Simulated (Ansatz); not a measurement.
Geometry optimisation, RKS BLYP-D4/def2-SVP in Ansatz.

The input (input.yaml):

```yaml
crystal:
  periodic: [false, false, false]
  atoms:
    - { symbol: W, position_ang: [0.0, 0.0, 0.0] }
    - { symbol: Cl, position_ang: [0.0, 0.0, 2.74] }
    - { symbol: F, position_ang: [1.85, 0.0, 0.0] }
    - { symbol: F, position_ang: [0.0, 1.85, 0.0] }
    - { symbol: F, position_ang: [-1.85, 0.0, 0.0] }
    - { symbol: O, position_ang: [0.0, -1.94, 0.0] }
    - { symbol: H, position_ang: [0.3816, -2.2771, 0.8723] }
    - { symbol: F, position_ang: [0.0, 0.0, -1.85] }
    - { symbol: H, position_ang: [1.3275, 1.3829, 0.637] }
    - { symbol: H, position_ang: [1.114, 1.1605, 1.6422] }
basis:
  gaussian: { orbitals: def2-SVP }
hamiltonian:
  xc: blyp
  dispersion: d4
relax:
  f_tol: 0.15
  max_steps: 25
  restrain:
    - { distance: [0, 8], at: 1.72, k: 30.0 }
    - { distance: [9, 1], at: 1.37, k: 30.0 }
    - { distance: [0, 1], at: 3.59, k: 30.0 }
    - { distance: [9, 8], at: 1.86, k: 30.0 }
```

Run as:

```bash
$ ansatz run input.yaml --threads 4 --pin off --max-ram 5120MiB --backend cpu --events-out ev --progress --plain --runs-dir out
```

Question: Where does it end, and by what steps?

Answer: The forces met the threshold. The restraints hold the end off the free minimum; the threshold counts their pulls, which the force column leaves out. Restrained pairs: W1–H9 (2.02 → 1.72 Å), Cl2–H10 (1.95 → 1.34 Å), W1–Cl2 (2.74 → 3.59 Å), H9–H10 (1.05 → 1.86 Å). After 17 steps the energy has fallen by 3.149 eV (the restraints' own energy left out); F3 moved furthest, 1.25 Å.

```json
{"step": "0", "energy less start (eV)": "0.0000", "largest force component (eV/Å)": "4.958", "accepted": "yes"}
{"step": "1", "energy less start (eV)": "0.8346", "largest force component (eV/Å)": "4.673", "accepted": "yes"}
{"step": "2", "energy less start (eV)": "0.8453", "largest force component (eV/Å)": "5.774", "accepted": "yes"}
{"step": "3", "energy less start (eV)": "-0.3945", "largest force component (eV/Å)": "3.357", "accepted": "yes"}
{"step": "4", "energy less start (eV)": "-1.5874", "largest force component (eV/Å)": "1.704", "accepted": "yes"}
{"step": "5", "energy less start (eV)": "-2.2195", "largest force component (eV/Å)": "0.894", "accepted": "yes"}
{"step": "6", "energy less start (eV)": "-2.5412", "largest force component (eV/Å)": "0.687", "accepted": "yes"}
{"step": "7", "energy less start (eV)": "-2.7737", "largest force component (eV/Å)": "1.001", "accepted": "yes"}
{"step": "8", "energy less start (eV)": "-2.9140", "largest force component (eV/Å)": "0.720", "accepted": "yes"}
{"step": "9", "energy less start (eV)": "-2.8871", "largest force component (eV/Å)": "1.801", "accepted": "no"}
{"step": "10", "energy less start (eV)": "-2.9620", "largest force component (eV/Å)": "0.706", "accepted": "yes"}
{"step": "11", "energy less start (eV)": "-2.9928", "largest force component (eV/Å)": "0.736", "accepted": "yes"}
{"step": "12", "energy less start (eV)": "-3.0379", "largest force component (eV/Å)": "0.826", "accepted": "yes"}
{"step": "13", "energy less start (eV)": "-3.0679", "largest force component (eV/Å)": "1.131", "accepted": "yes"}
{"step": "14", "energy less start (eV)": "-3.1310", "largest force component (eV/Å)": "0.807", "accepted": "yes"}
{"step": "15", "energy less start (eV)": "-3.1262", "largest force component (eV/Å)": "0.772", "accepted": "no"}
{"step": "16", "energy less start (eV)": "-3.1391", "largest force component (eV/Å)": "0.887", "accepted": "yes"}
{"step": "17", "energy less start (eV)": "-3.1487", "largest force component (eV/Å)": "0.822", "accepted": "yes"}
```

```xyz
10
Properties=species:S:1:pos:R:3
W 0.137 0.063 -0.348
Cl -0.386 0.764 3.137
F 1.754 -0.609 -1.083
F -0.100 1.918 -0.090
F -1.698 -0.099 -0.002
O 0.147 -1.599 0.576
H 0.981 -2.110 0.631
F -0.138 0.401 -2.188
H 1.307 0.501 0.835
H 0.818 0.946 2.575
```

Time of the run: 37 s on 4 threads of Arm Neoverse V2 (shared host), peak memory 0.21 GiB.
